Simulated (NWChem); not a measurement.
Species: KOH; SMILES [OH][K]

```xyz
3

K     -0.1062    -0.8193     0.0000
O      0.2199     1.3872     0.0000
H      0.3608     2.3416     0.0000
```
Atoms are numbered in this order, from 1.

Computed with NWChem. Pople sets run with spherical d functions. Geometry: optimised at B3LYP/6-31G* (spherical d). Vzz is the largest principal value of the second derivative of the potential at the nucleus (NWChem prints the opposite sign); η is the asymmetry. Non-relativistic.

| level | Vzz K1 (a.u.) | η K1 | Vzz O2 (a.u.) | η O2 |
|---|---|---|---|---|
| B3LYP/def2-TZVP | -0.393 | 0.00 | 1.455 | 0.00 |
| B3LYP/def2-SVP | … | 0.00 | 1.525 | 0.00 |
| CAM-B3LYP/def2-SVP | -0.192 | 0.00 | 1.529 | 0.00 |
| CAM-B3LYP/6-31G* | -0.185 | 0.00 | 1.566 | 0.00 |

**Question.** Complete the blanks.

**Answer.** 
- B3LYP/def2-SVP, Vzz K1 (a.u.): -0.175
